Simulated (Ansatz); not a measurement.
Two isomers of C2H6OSSi: A = `S[SiH]1CCO1`, B = `CSC1O[SiH2]1`.

Program: Ansatz. Geometries: PBE0-D4/def2-TZVP. ΔE: electronic, gas phase. CCSD(T)/CBS adds triple-zeta CCSD(T) − MP2 to the extrapolated MP2 energy (def2 sets, frozen cores). Functionals use def2-TZVPP. B3LYP here is the variant with VWN-RPA as its local correlation; programs differ in this. One conformer a species, not always the lowest.

**Question.** Which is lower in electronic energy at CCSD(T)/CBS, and by how much? (An estimate is asked.)

**Answer.** The calculation gave: A, by 47.5 kcal/mol.

**Question.** Give E(B) − E(A) in kcal/mol with B2PLYP, r2SCAN-D4, CCSD/def2-TZVPP, B3LYP-D4, PBE-D4, CCSD(T)/def2-TZVPP, ωB97M-V. (Estimate.)

**Answer.** The calculation gave: B2PLYP 46.4, r2SCAN-D4 46.1, CCSD/def2-TZVPP 49.3, B3LYP-D4 45.8, PBE-D4 43.9, CCSD(T)/def2-TZVPP 48.1, ωB97M-V 48.0. None reverses the order clearly.

Largest T1 diagnostic: 0.014.

In def2-TZVPP, CCSD(T) changes the Hartree–Fock value by −4.0 kcal/mol (the triples alone add −1.2 kcal/mol) and MP2 by −4.2 kcal/mol. From PBE to PBE0 (25 % exact exchange), in def2-TZVPP and without D4, E(B) − E(A) moves by +3.8 kcal/mol.
